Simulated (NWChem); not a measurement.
Species: N$_{2}$H$_{4}$Se; SMILES N[Se]N

```xyz
7

Se     0.0000     0.0000     0.3887
N     -1.5286     0.0000    -0.6680
H     -1.6220    -0.8409    -1.2507
H     -1.6220     0.8409    -1.2507
N      1.5286     0.0000    -0.6680
H      1.6220     0.8409    -1.2507
H      1.6220    -0.8409    -1.2507
```
Atoms are numbered in this order, from 1.

Level: PBE-D3(BJ)/def2-SVP (NWChem), optimised geometry, unscaled harmonic frequencies. This build's default masses of Se (78.918 u) and Br (79.917 u) are each other's, which moves their modes by up to 0.6 %.

Question: List the harmonic frequencies with IR intensities, and the thermochemistry.

Answer: 
```tsv
frequency (cm⁻¹)	IR intensity (km/mol)
236	2.3
398	0.0
446	71.4
460	359.0
536	8.6
706	13.4
747	51.0
950	4.0
962	0.0
1496	13.8
1508	13.3
3408	1.6
3410	0.6
3518	20.8
3523	0.0
```

| Quantity | Result |
|---|---|
| zero-point energy | 31.9 kcal/mol |
| thermal correction to the enthalpy at 298.15 K (with zero-point energy) | 35.4 kcal/mol |
| heat capacity Cv | 15.7 cal/(mol K) |
| entropy at 298.15 K and 1 atm (symmetry number 2) | 68.4 cal/(mol K) |
| dipole moment | 2.94 D |

Rigid rotor and harmonic oscillator.
